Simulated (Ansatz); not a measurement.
`OC([SiH3])[AsH2]`, charge 0, multiplicity 1.

Problem. Give a relaxed structure at PBE0-D4/def2-TZVP (the Gaussian-basis code of Ansatz). (Best estimate.)

Solution. Ansatz gave: 
```xyz
11

O     0.3069    1.5668    0.9696
C     0.5512    0.4114    0.1893
Si   -0.5641   -0.9730    0.8153
As    0.2621    0.8089   -1.7505
H     0.8850    2.2769    0.6739
H     1.5996    0.0877    0.2590
H    -1.9847   -0.5812    0.6330
H    -0.2751   -2.1936    0.0180
H    -0.3093   -1.2567    2.2536
H    -1.2051    0.4018   -1.8082
H     0.7334   -0.5490   -2.2530
```
This is one stationary point; other conformers may exist.
